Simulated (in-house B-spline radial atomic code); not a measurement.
A fraction x of an electron is removed from 3d in the titanium ion Ti³⁺, starting from [Ar] 3d1 and keeping the highest spin. Level of theory: scalar-relativistic (X2C) OLYP, spin-polarised, spherical fractional occupations, Fermi nucleus of rms radius 3.5921 fm; calculated with a B-spline radial code for spherical atoms.

| x | E(x) - E(0) (eV) | 3d up level (eV) |
| --- | --- | --- |
| 0 | 0.0000 | -35.308 |
| 0.04 | 1.4253 | -35.955 |
| 0.18 | 6.6187 | -38.245 |
| 0.35 | 13.3605 | -41.080 |
| 0.41 | 15.8557 | -42.094 |
| 0.5 | 19.7132 | -43.629 |
| 0.53 | 21.0298 | -44.145 |
| 0.71 | 29.2563 | -47.271 |
| 0.82 | 34.5626 | -49.211 |
| 0.91 | 39.0636 | -50.814 |
| 1 | 43.7095 | - |

The exact functional would give a straight line between the two integer points. Deviations E(x) - E(0) - x[E(1) - E(0)], in eV: -0.323 at x = 0.04, -1.249 at x = 0.18, -1.938 at x = 0.35, -2.065 at x = 0.41, -2.142 at x = 0.5, -2.136 at x = 0.53, -1.777 at x = 0.71, -1.279 at x = 0.82, -0.712 at x = 0.91.

The curve lies below the straight line by up to 2.142 eV (at x = 0.5): convex, the delocalisation error that favours fractional charges.

Task: How well does Slater's transition state (minus the level at half occupation) give the ionisation energy?

Result: It gives 43.629 eV against 43.709 eV from the two total energies; NIST lists 43.27 eV, ground level to ground level.
